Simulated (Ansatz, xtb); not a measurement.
## Isomers of C3H5GeNO in order of energy

3 gas-phase structures of C3H5GeNO, from a drawn sample of its isomers (lower ones may exist). Each was relaxed with GFN2-xTB:

A. `[GeH3][c]1cocn1`, a singlet
B. `[GeH3][c]1cnco1`, a singlet
C. `[GeH3][c]1ncco1`, a singlet

Question: Which do you expect lowest at r2SCAN-D4/def2-SVP, and how would the others follow?

Answer: Calculated order at r2SCAN-D4/def2-SVP: B (0.000), C (0.034), A (0.049) eV. Less than 1 kcal/mol parts B and C; C and A, so the order within those pairs means little.

Energies above the lowest of each column, in eV; the last columns are at PBE-D3(BJ)/def2-SVP geometries:

| structure | GFN2-xTB | HF/STO-3G | r2SCAN-D4/def2-SVP | PBE-D3(BJ)/def2-SVP | CCSD(T)/def2-SVP + ΔMP2/def2-TZVPP |
| --- | --- | --- | --- | --- | --- |
| B | 0.054 | 0.041 | 0.000 | 0.000 | 0.000 |
| C | 0.000 | 0.000 | 0.034 | 0.038 | 0.048 |
| A | 0.113 | 0.102 | 0.049 | 0.026 | 0.021 |

CCSD(T)/def2-SVP + ΔMP2/def2-TZVPP puts B lowest, with A within 1 kcal/mol; GFN2-xTB picks C, HF/STO-3G picks C. CCSD(T)/def2-SVP + ΔMP2/def2-TZVPP orders those it was run on as B (0.000), A (0.021), C (0.048) eV. Less than 1 kcal/mol parts B and A; A and C, so the order within those pairs means little. ΔMP2 is the change of the MP2 energy from the smaller to the larger basis.

Programs: Ansatz 0.2.0, xtb 6.7.1.
